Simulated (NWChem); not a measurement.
Species: SiCl$_{2}$, singlet; SMILES Cl[Si]Cl

Program: NWChem. Low-valent species are run as closed-shell singlets; no triplet was tried in these runs. The geometry was optimised at PBE0/def2-SVP.

Question: Taking CAM-B3LYP/def2-QZVP as the yardstick, which of these has the fewest basis functions while keeping “dipole (D)” within 0.2 D of it: CAM-B3LYP/def2-SVPD; CAM-B3LYP/def2-TZVPP; CAM-B3LYP/def2-TZVPD; CAM-B3LYP/def2-TZVP; CAM-B3LYP/def2-SVP; CAM-B3LYP/STO-3G?

Answer: CAM-B3LYP/def2-SVP.
```tsv
level	basis functions	dipole (D)
CAM-B3LYP/STO-3G	27	2.75
CAM-B3LYP/def2-SVP	54	1.02
CAM-B3LYP/def2-SVPD	78	1.14
CAM-B3LYP/def2-TZVP	111	1.11
CAM-B3LYP/def2-TZVPP	126	1.11
CAM-B3LYP/def2-TZVPD	135	1.10
CAM-B3LYP/def2-QZVP	210	1.11
```

The yardstick is one finite set, not the basis-set limit.
